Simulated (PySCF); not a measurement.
# Al⁺ (aluminium, charge +1) across methods

[Ne] 3s1 3p1, high-spin 3P determinant (an excited configuration). Calculation: PySCF 2.14, in x2c-QZVPPall; the spin-free X2C one-electron Hamiltonian (Gaussian nucleus).

```
 method  E (hartree)  mean ε 2p β (eV)  mean ε 3s α (eV)  mean ε 3p α (eV)  Σ⟨r²⟩ (bohr²)   ⟨S²⟩
 revPBE    -242.3783           -79.134           -16.212           -10.531          18.98  2.000
    M06    -242.4069           -84.420           -17.341           -11.187          18.95  2.000
    LDA    -241.3600           -79.310           -16.342           -10.426          19.00  2.000
    PBE    -242.2883           -79.176           -16.255           -10.519          18.98  2.000
   PBE0    -242.3114           -83.894           -17.478           -11.520          18.96  2.000
wB97M-V    -242.3985           -86.254           -19.587           -12.959          19.33  2.000
r2SCAN0    -242.3952           -85.095           -17.664           -11.621          18.90  2.000
 r2SCAN    -242.3999           -80.871           -16.527           -10.716          18.90  2.000
```

(1) Estimate the same row for UHF.

Answers

(1) E (hartree) = -241.98124; mean ε 2p β (eV) = -96.883; mean ε 3s α (eV) = -20.715; mean ε 3p α (eV) = -14.197; Σ⟨r²⟩ (bohr²) = 19.21; ⟨S²⟩ = 2.000.
